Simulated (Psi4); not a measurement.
Interaction energy of H2 ··· HF (SMILES [H][H] and F). Monomers: optimised at B3LYP-D3(BJ) (def2-TZVP), held rigid. Orientation: a random orientation, not optimised. R is the distance of the centres of mass, along which the second monomer moves.

Geometry at R = 2.89 Å (first 2 atoms: monomer A):
```
4

H      0.3719     0.0000     0.0000
H     -0.3719     0.0000     0.0000
F      2.1149    -0.9926     1.7091
H      1.8280    -0.3633     2.3226
```

Computed with: SCS-MP2/aug-cc-pVTZ = DF-SCS-MP2/aug-cc-pVTZ, frozen core, counterpoise-corrected (Psi4); CCSD(T)/aug-cc-pVDZ = DF-CCSD(T)/aug-cc-pVDZ, frozen core, counterpoise-corrected in Psi4 1.11.

Interaction energies in kJ/mol:

```
R / Å  SCS-MP2/aug-cc-pVTZ
-----  -------------------
2.26                 14.15
2.52                  4.31
2.70                  1.47
2.89                  0.10
3.07                 -0.42
3.26                 -0.60
3.56                 -0.56
3.89                 -0.42
4.35                 -0.26
5.11                 -0.12
6.08                 -0.05
7.42                 -0.02
```

Task: What does CCSD(T)/aug-cc-pVDZ give at the same points?

Result: 2.26: 14.16; 2.52: 4.25; 2.70: 1.42; 2.89: 0.06; 3.07: -0.47; 3.26: -0.63; 3.56: -0.59; 3.89: -0.44; 4.35: -0.27; 5.11: -0.12; 6.08: -0.05; 7.42: -0.02 (kJ/mol).
